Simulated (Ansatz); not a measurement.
Molecule: 2-methylprop-2-ene-1-selenol, C4H8Se, net charge 0, singlet state. 
Geometry from a B3LYP-D3(BJ)/def2-TZVP (Ansatz, a program for electronic structure) optimisation:
```xyz
13

C     -2.1514     1.4023     0.4879
C     -1.4058     0.3067     0.6146
C     -1.9699    -1.0760     0.4727
C      0.0529     0.4074     0.9215
Se     1.2420    -0.1556    -0.5815
H     -3.2114     1.3440     0.2752
H     -1.7257     2.3928     0.5899
H     -1.5044    -1.5970    -0.3676
H     -1.7706    -1.6712     1.3691
H     -3.0459    -1.0525     0.3072
H      0.3500     1.4339     1.1222
H      0.3376    -0.2087     1.7728
H      1.1874    -1.5943    -0.2785
```
Charge 0, spin multiplicity 1.

Wanted: atomisation energy (electronic, to ground-state atoms), in kcal/mol. Valence correlation only, unless marked. UHF or UKS for open shells. No spin-orbit coupling. Frozen are the shells of the preceding noble gas and the d and f shells that filled before the atom's block. No relativistic terms. The coupled-cluster limit lacks core correlation, which all-electron functionals hold. Basis-set limits of correlation are two-point, X^-3; Hartree-Fock from the larger set.

```json
[
 {"level": "PBE/def2-TZVPD", "program": "Ansatz", "atomisation energy (kcal/mol)": "1216.7"},
 {"level": "PBE0/def2-SVP", "program": "Ansatz", "atomisation energy (kcal/mol)": "1209.9"},
 {"level": "PBE0-D4/def2-TZVP", "program": "Ansatz + dftd4", "atomisation energy (kcal/mol)": "1205.3"},
 {"level": "LC-wPBE-D3(BJ)/def2-TZVPD", "program": "Ansatz + dftd3", "atomisation energy (kcal/mol)": "1195.9"}
]
```

Predict the CCSD(T)/CBS(cc-pVTZ,cc-pVQZ) result (Ansatz).

1194.8 kcal/mol, so LC-wPBE-D3(BJ)/def2-TZVPD differs from it by 1.1 kcal/mol.
